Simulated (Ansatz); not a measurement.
The same path of Cl₃HSi (5 atoms, charge 0, multiplicity 1) was run 3 times with different band settings. Lost on the way: Si1–H2, Si1–Cl3. Made: H2–Cl3.

Level of theory: RKS PBE0/def2-SVP (Ansatz 0.2.0).

Relaxed end points:

```xyz
5
Properties=species:S:1:pos:R:3
Si 0.165 0.000 0.247
H -0.079 0.000 1.702
Cl 2.178 0.000 -0.114
Cl -0.671 1.668 -0.592
Cl -0.671 -1.668 -0.592
```

```xyz
5
Properties=species:S:1:pos:R:3
Si -1.026 0.000 0.111
H 1.656 0.000 2.104
Cl 1.969 0.000 0.855
Cl -0.840 1.621 -1.209
Cl -0.840 -1.621 -1.209
```

Common settings: climbing image yes; spring 5.0 eV/Å²; optimiser quadratic models (default); start path through a guess of the saddle point; force threshold 0.05 eV/Å; end points relaxed.

| run | movable images | iteration limit |
| --- | --- | --- |
| 1 | 5 | 60 |
| 2 | 3 | 60 |
| 3 | 5 | 10 |

(1) What does each run give, and how far can it be trusted?

Answers

(1) Run 1: converged after 10 iterations, highest image 2.909 eV above the first end. Neighbouring images differ by up to 1.5 eV, so the band resolves the path poorly. A vibrational analysis at the climbing image gives one clearly imaginary mode, 921i cm⁻¹: a first-order saddle point.
Run 2: converged after 13 iterations, highest image 2.909 eV above the first end. Neighbouring images differ by up to 1.9 eV, so the band resolves the path poorly. Another band between the same ends (5 images) ends at a top of the same energy, where a vibrational analysis finds 1 clearly imaginary mode. So few images can step over the top or miss a turn of the path.
Run 3: converged after 10 iterations, highest image 2.909 eV above the first end. Neighbouring images differ by up to 1.5 eV, so the band resolves the path poorly. Another band between the same ends (5 images) ends at a top of the same energy, where a vibrational analysis finds 1 clearly imaginary mode.
The orbitals stay closed-shell, which can raise the energy where a bond breaks towards radicals; this wasn't checked here.
